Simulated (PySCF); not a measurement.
GeO2, SMILES [Ge](=[O])=[O]. The structure is a stationary point at TPSSh-D3(BJ)/def2-TZVP.

Method: TPSSh-D3(BJ)/def2-TZVP in PySCF.

Harmonic wavenumbers (cm⁻¹): 206, 206, 895, 1077. Rotational constants (GHz): 5.997 (linear); symmetry number 2.

### Question
Work out the zero-point energy and the ideal-gas rigid-rotor harmonic-oscillator thermochemistry at 298.15 K and 1 atm.

### Answer
ZPE = ½ Σ hcν = ½ × 2385 cm⁻¹ = 3.41 kcal/mol. H − E(el) = 6.23 kcal/mol. Entropy in cal/(mol K): translation 39.85, rotation 14.41, vibration 4.36, total 58.62. G − E(el) = -11.25 kcal/mol. Cp = 11.42 cal/(mol K).
